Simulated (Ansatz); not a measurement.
System: CH7N2Si, charge 0, multiplicity 2. It need not be the lowest isomer of its formula. SMILES: C[Si](N)N
Structure (B3LYP-D3(BJ)/def2-TZVP (Ansatz, a quantum-chemistry and plane-wave program) minimum search):
```
Si
N 1 1.7223
H 2 1.0050 1 123.32
H 2 1.0086 3 113.12 1 168.77
N 1 1.7334 2 105.34 3 147.65
H 5 1.0089 1 119.89 2 -59.76
H 5 1.0090 6 110.72 1 145.97
C 1 1.8885 2 114.71 3 -96.86
H 8 1.0907 1 110.55 2 60.85
H 8 1.0922 9 107.96 1 -122.03
H 8 1.0944 9 108.36 10 -117.70
```
Charge 0, spin multiplicity 2.

Parts of the frozen-core correlation energy in cc-pV(T+d)Z (Ansatz, hartree). Frozen orbitals: 8; correlated occupied orbitals by spin: 13 and 12; virtual: 206 and 207. Open shells are spin-unrestricted. Spin-orbit coupling is left out. No relativistic terms.

```json
[
 {"term": "reference (HF)", "value": "-439.88619"},
 {"term": "MP2 opposite-spin", "value": "[?]"},
 {"term": "MP2 same-spin", "value": "[?]"},
 {"term": "CCSD correlation", "value": "-0.75081"},
 {"term": "(T)", "value": "[?]"},
 {"term": "T1 diagnostic", "value": "0.013"},
 {"term": "largest doubles amplitude", "value": "0.018"},
 {"term": "<S^2> of the reference", "value": "0.755"}
]
```

Question: Some entries are withheld; supply them.

Answer: 
- MP2 opposite-spin, value: -0.54743
- MP2 same-spin, value: -0.16594
- (T), value: -0.02890
